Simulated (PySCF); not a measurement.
Positional isomers: butadiene chloro+silyl. Isolated molecules, 0 K electronic values unless said otherwise. One relaxed conformer stands for each flexible species; it need not be the lowest. Strings in code marks are SMILES. All members: neutral, multiplicity 1. Level: TPSSh-D3(BJ)/def2-TZVP // CAM-B3LYP-D3(BJ)/def2-TZVP (PySCF). Delta-SCF ions had no search for a lower state.  The removal energy is E(N − 1 electrons) − E(N electrons) at the parent's geometry; ε(HOMO) is measured against the vacuum level.

```csv
species,−ε(HOMO) (eV),vertical ionisation energy (Delta-SCF) (eV)
`C=C/C=C(\[SiH3])Cl` (C–C–C–C torsion 180°),6.29,8.54
`C=C/C([SiH3])=C/Cl` (C–C–C–Si torsion 0°),6.29,8.57
`[SiH3]/C=C/C=C\Cl` (C–C–C–C torsion 180°),6.36,8.59
`C=C([SiH3])/C=C\Cl` (Si–C–C–C torsion 129°),6.45,8.79
`C=C/C(Cl)=C/[SiH3]` (C–C–C–Cl torsion 0°),6.58,8.82
`C=C(Cl)/C=C/[SiH3]` (Cl–C–C–C torsion 0°),6.60,8.83
`C=C([SiH3])C(=C)Cl` (Si–C–C–Cl torsion 45°),6.64,withheld
```

Question: Fit vertical ionisation energy (Delta-SCF) = a + b·x to the 6 complete rows by least squares, with x = −ε(HOMO) in eV. Give a, b and the rms residual, and predict the withheld value.

Answer: Means of the 6 rows: x̄ = 6.4283, ȳ = 8.69 eV. Σ(x − x̄)² = 0.095883 and Σ(x − x̄)(y − ȳ) = 0.0901, so b = 0.940 and a = ȳ − b·x̄ = 2.647 eV. The rms residual is 0.038 eV. At x = 6.64 the line gives 8.89 eV, outside the range of the fitted rows. The run for `C=C([SiH3])C(=C)Cl` (Si–C–C–Cl torsion 45°) gave 8.98 eV, so the line is off by 0.09 eV, more than twice the rms residual.

Codes: PySCF.
